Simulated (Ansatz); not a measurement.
Breaking the C5–H7 bond in C2H5Ga (SMILES C=[CH][GaH2]) (multiplicity 1 held, fragments rigid). Energies count from the point at 1.087 Å.
Geometry at that point (charge 0, multiplicity 1):
```xyz
8

Ga    -0.087     0.101     0.733
H     -0.765     1.519     0.789
H      0.228    -0.707     2.042
C      0.345    -0.609    -1.041
C      0.074     0.085    -2.149
H      0.815    -1.583    -1.158
H      0.303    -0.285    -3.145
H     -0.395     1.065    -2.111
```

Signs of static correlation in cc-pVDZ, with CASSCF(2,2), from Ansatz (a program for electronic structure) runs.

```json
[
 {"R (Å)": "0.870", "T1 of restricted CCSD": "0.010", "⟨S²⟩ of UHF": "0.000", "largest double amplitude of restricted CCSD": "0.107", "weight of the CASSCF reference in MRCISD": "0.883", "CASSCF natural occupations": "1.99 0.01"},
 {"R (Å)": "0.978", "T1 of restricted CCSD": "0.010", "⟨S²⟩ of UHF": "0.000", "largest double amplitude of restricted CCSD": "0.107", "weight of the CASSCF reference in MRCISD": "0.882", "CASSCF natural occupations": "1.99 0.01"},
 {"R (Å)": "1.087", "T1 of restricted CCSD": "0.010", "⟨S²⟩ of UHF": "0.000", "largest double amplitude of restricted CCSD": "0.107", "weight of the CASSCF reference in MRCISD": "0.882", "CASSCF natural occupations": "1.98 0.02"},
 {"R (Å)": "1.196", "T1 of restricted CCSD": "0.011", "⟨S²⟩ of UHF": "0.000", "largest double amplitude of restricted CCSD": "0.107", "weight of the CASSCF reference in MRCISD": "0.882", "CASSCF natural occupations": "1.98 0.02"},
 {"R (Å)": "1.305", "T1 of restricted CCSD": "0.011", "⟨S²⟩ of UHF": "0.000", "largest double amplitude of restricted CCSD": "0.107", "weight of the CASSCF reference in MRCISD": "0.881", "CASSCF natural occupations": "1.97 0.03"},
 {"R (Å)": "1.468", "T1 of restricted CCSD": "0.011", "⟨S²⟩ of UHF": "0.000", "largest double amplitude of restricted CCSD": "0.107", "weight of the CASSCF reference in MRCISD": "0.881", "CASSCF natural occupations": "1.95 0.05"},
 {"R (Å)": "1.631", "T1 of restricted CCSD": "0.012", "⟨S²⟩ of UHF": "0.157", "largest double amplitude of restricted CCSD": "0.107", "weight of the CASSCF reference in MRCISD": "0.880", "CASSCF natural occupations": "1.91 0.09"},
 {"R (Å)": "1.902", "T1 of restricted CCSD": "0.016", "⟨S²⟩ of UHF": "0.752", "largest double amplitude of restricted CCSD": "(withheld)", "weight of the CASSCF reference in MRCISD": "0.880", "CASSCF natural occupations": "1.83 0.17"},
 {"R (Å)": "2.174", "T1 of restricted CCSD": "0.022", "⟨S²⟩ of UHF": "1.015", "largest double amplitude of restricted CCSD": "0.272", "weight of the CASSCF reference in MRCISD": "0.879", "CASSCF natural occupations": "1.71 0.29"},
 {"R (Å)": "2.500", "T1 of restricted CCSD": "0.032", "⟨S²⟩ of UHF": "1.144", "largest double amplitude of restricted CCSD": "0.405", "weight of the CASSCF reference in MRCISD": "0.879", "CASSCF natural occupations": "1.53 0.47"},
 {"R (Å)": "2.935", "T1 of restricted CCSD": "0.047", "⟨S²⟩ of UHF": "1.202", "largest double amplitude of restricted CCSD": "(withheld)", "weight of the CASSCF reference in MRCISD": "0.879", "CASSCF natural occupations": "1.32 0.68"},
 {"R (Å)": "3.479", "T1 of restricted CCSD": "0.061", "⟨S²⟩ of UHF": "1.220", "largest double amplitude of restricted CCSD": "0.738", "weight of the CASSCF reference in MRCISD": "0.879", "CASSCF natural occupations": "1.15 0.85"}
]
```

### Question
Fill in the missing entries.

### Answer

- 1.902, largest double amplitude of restricted CCSD: 0.164
- 2.935, largest double amplitude of restricted CCSD: 0.574

Doubts at one or more of the structures used: a restricted determinant that unrestricted orbitals would lower (R-CCSD(T)/cc-pVDZ); other coupled-cluster roots lie near (R-CCSD(T)/cc-pVDZ); T1 above 0.05 (R-CCSD(T)/cc-pVDZ, U-CCSD(T)/cc-pVDZ); a spin-contaminated determinant (U-CCSD(T)/cc-pVDZ); the program's own flag: large difference (U-CCSD(T)/cc-pVDZ).
